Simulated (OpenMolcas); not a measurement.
F II: effect of the active space

```json
{
 "Program": "OpenMolcas",
 "Method": "CASSCF",
 "Basis": "ANO-L-VTZP",
 "Scalar Hamiltonian": "non-relativistic, point nucleus",
 "Spin-orbit coupling": "state interaction with AMFI integrals over the reference wave functions, term energies averaged over their components"
}
```

A. 4 electrons in 3 orbitals (2p); 2S+1 = 3 even, 3 roots; 2S+1 = 1 even, 6 roots; cost roughly 2.1 core-seconds
B. 6 electrons in 4 orbitals (2s 2p); 2S+1 = 3 even, 3 roots; 2S+1 = 1 even, 6 roots; 2S+1 = 3 odd, 3 roots; 2S+1 = 1 odd, 3 roots; cost roughly 7 core-seconds

Energies in eV above 2s² 2p⁴ ³P₂, the measured ground level; measured values from NIST Handbook of Basic Atomic Spectroscopic Data.

```json
{"Level": "2s² 2p⁴ ³P₂", "A": "0.0000", "B": "0.0000", "Measured": "0.0000"}
{"Level": "2s² 2p⁴ ³P₁", "A": "0.0398", "B": "0.0398", "Measured": "0.0423"}
{"Level": "2s² 2p⁴ ³P₀", "A": "0.0591", "B": "0.0589", "Measured": "0.0607"}
{"Level": "2s² 2p⁴ ¹D₂", "A": "2.8232", "B": "2.8230", "Measured": "2.5880"}
{"Level": "2s² 2p⁴ ¹S₀", "A": "7.0011", "B": "5.2435", "Measured": "5.5691"}
```

Deviations, from unrounded energies. A percentage is the sum of absolute deviations over the sum of measured energies, with the sign that they share, or ± where signs differ.

```json
{"Against measurement": "mean absolute deviation (cm-1)", "Levels": "4", "A": "3400", "B": "1100"}
{"Against measurement": "fine structure of the ground term (%)", "Levels": "2", "A": "-4.0", "B": "-4.2"}
{"Against measurement": "other terms of the ground configuration (%)", "Levels": "2", "A": "+20.4", "B": "±6.9"}
```

B lies closest to measurement on these levels. The largest miss of B in the table is 2s² 2p⁴ ¹S₀, by -2600 cm-1. The ranking rests on the paired levels alone, and a cruder setting can come out closer through cancelling errors.

Between A and B the level of the table that moves most is 2s² 2p⁴ ¹S₀, by 14000 cm-1 (lowest in B, highest in A).

Without dynamic correlation excited terms often stand tens of per cent too high (terms of higher spin than the ground term too low), and those without a measured partner can miss by more than the paired ones. With the s shell closed, the reference lacks s² → p² mixing (holds for A). Measured partners are found by configuration, term and J. A level has none where our copy of the source lacks it or the pairing is in doubt (some pairs that miss far off the trend of their configuration count as doubtful), and it then counts in no deviation. Only configurations of the active space appear. Levels that lie high or do not pair safely by name in every column are left out.
